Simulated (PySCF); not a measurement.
## Computed vibrations of LaSF

LaSF (singlet). PySCF 2.14.0, RKS PBE0, La def2-SVP with ECP46, S def2-SVP, F def2-SVP; non-relativistic Hamiltonian with scalar-relativistic core potentials where named; density fitting; no spin-orbit coupling. Central differences of gradients.

```xyz
3

La   -0.1693    0.0000   -0.3546
S     1.8564    0.0000    1.0012
F    -1.8860    0.0000    0.9079
```

Run from Python with OMP_NUM_THREADS=2. Where DIIS fails, smearing, a level shift and second-order steps follow.
It took 16 s on 2 threads of Arm Neoverse V1, on a shared host.

(1) What are the harmonic wavenumbers and infrared intensities?

(2) Is this a minimum?

## Answers

(1) Modes are labelled in Cs; negative numbers are unstable modes, those under 60 cm⁻¹ near the noise; a finer grid moves soft modes by up to 10 cm⁻¹.
```tsv
cm⁻¹	km/mol	symmetry
123	8.5	a'
446	82.1	a'
552	120.2	a'
```

(2) Yes. Ideal gas at 298.15 K and 1 bar: S = 302.7 J/(mol K), Cp = 51.8 J/(mol K), H − H(0 K) = 12.9 kJ/mol (rigid rotor, harmonic modes, spin degeneracy alone).
